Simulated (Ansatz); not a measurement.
## Ansatz (development build ahead of 0.2.0) run

```yaml
crystal:
  periodic: [false, false, false]
  atoms:
    - { symbol: Fe, position_ang: [0.0, 0.0, 0.0] }
    - { symbol: O, position_ang: [0.0, 1.8216, 0.0] }
    - { symbol: Cl, position_ang: [0.0, -2.1528, 0.0] }
basis:
  gaussian: { orbitals: pcseg-2 }
magnetization:
  spin_polarized: true
  initial_magnetization: 5
hamiltonian:
  xc: pbe0
```

The input is written out in the form of the current development build from the run's settings.

Output:

```json
{
  "Converged": "yes",
  "Total energy": "-1798.76619 hartree",
  "Spin squared of the determinant": "8.778",
  "Stability test": "minimum"
}
```

Caution: other spin multiplicities were not run.
